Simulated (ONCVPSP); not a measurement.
## Varying the ONCV potential for B

Base potential:

| Property | Result |
| --- | --- |
| Element | boron |
| Generator | ONCVPSP 4.0.1 |
| Type | optimised norm-conserving Vanderbilt (ONCV) |
| Functional | revPBE |
| Relativity | scalar-relativistic |
| Frozen core | [He] |
| Valence charge | 3 |
| Reference configuration | 2s1.75 2p1.25 |
| Partial waves | 2s: rc 1.30 bohr, ncon 4, nbas 8, qcut 6 1/bohr, 2 projectors, debl 2.5 Ha; 2p: rc 2.80 bohr, ncon 4, nbas 8, qcut 4.6 1/bohr, 2 projectors, debl 0.9 Ha; d scattering state at 0.22 Ha: rc 2.90 bohr, ncon 4, nbas 7, qcut 3.1 1/bohr, 1 projector |
| Local potential | polynomial inside 1.25 bohr (lpopt 5, dvloc0 -1 Ha) |
| Core correction | Teter function, fcfact 5.75, rcfact 1.6 |

All-electron outer shells of the reference configuration (revPBE, scalar-relativistic, ld1.x):

```
shell  level (eV)  outermost node (bohr)  outermost maximum (bohr)
   1s     -181.11                      –                      0.21
   2s       -9.60                   0.46                      1.52
   2p       -3.69                      –                      1.59
```

Cutoffs, loose and tight: the cutoffs (Ha) at which the residual kinetic energy of the hardest occupied pseudo-wave falls to 1 and 0.1 mHa per electron. They do not see the model core or the augmentation charge, which bear on the density cutoff. Test errors are all-electron minus pseudo excitation energies from the reference, over the configurations 2s2 2p1; 2s2 2p0; 2s1 2p0; 2s2 2p0.5. A dash means not determined; rows that change the core or the reference have their own tests.

A true bound ghost makes a file unfit for plane-wave use even where its test errors are small: the radial tests pick states by their node count and pass the ghost by.

```tsv
change	outcome	cutoff, loose	cutoff, tight	bound ghosts	GHOST(+) flags above zero	largest test error (meV)
base	generated	13 Ha	16 Ha	d	none	+288
core correction polynomial model core, fcfact 0.35	generated	13 Ha	16 Ha	d	none	+271
p: nproj 3	generated	13 Ha	16 Ha	d	none	+288
```

(1) What comes out with this change to the base: s: qcut 6.9?

(2) What comes out with this change to the base: all radii but the core radius scaled by about 1.24 (s 1.62, p 3.48, d 3.60 bohr); local potential polynomial inside 1.56 bohr (lpopt 5, dvloc0 -1 Ha)?

Results:

(1) outcome: generated; cutoff, loose: 13 Ha; cutoff, tight: 18 Ha; bound ghosts: d; GHOST(+) flags above zero: none; largest test error (meV): +291.

(2) outcome: generated; cutoff, loose: 11 Ha; cutoff, tight: 15 Ha; bound ghosts: none; GHOST(+) flags above zero: p, d; largest test error (meV): +471.
